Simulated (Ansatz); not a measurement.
Species: C₂H₇Si (charge 0, doublet). It need not be the lowest isomer of its formula. SMILES: C[CH][SiH3]
Coordinates optimised at B3LYP-D3(BJ)/def2-TZVP (Ansatz, a first-principles code):
```xyz
10

C     -1.7255    -0.5109     0.1624
C     -0.5631     0.3864     0.4233
Si     1.1297     0.1176    -0.2512
H     -2.5446     0.0310    -0.3268
H     -2.1420    -0.9052     1.0977
H     -1.4693    -1.3626    -0.4701
H     -0.7613     1.2484     1.0535
H      1.6656    -1.2051     0.1693
H      2.0492     1.1808     0.2178
H      1.1176     0.1137    -1.7391
```
Charge 0, spin multiplicity 2.

Atomisation energy built up term by term with Ansatz (kcal/mol; UHF references for open shells; valence terms freeze the core; atomic spin-orbit terms are left out). CBS marks a two-point X^-3 extrapolation of the correlation energy; Hartree-Fock from the larger set.

```
term                                                    basis  kcal/mol
-----------------------  ------------------------------------  --------
Hartree-Fock                                  aug-cc-pV(Q+d)Z    633.28
CCSD correlation         CBS(aug-cc-pV(T+d)Z,aug-cc-pV(Q+d)Z)    174.83
(T)                      CBS(aug-cc-pV(T+d)Z,aug-cc-pV(Q+d)Z)      7.62
core correlation                                    cc-pwCVTZ      2.00
scalar relativity (X2C)            cc-pVTZ-DK against cc-pVTZ     -1.04
sum: De                                                           816.7
```

(T) makes 0.9 % of the CCSD(T) atomisation energy; under 5 % is typical of single-reference molecules.
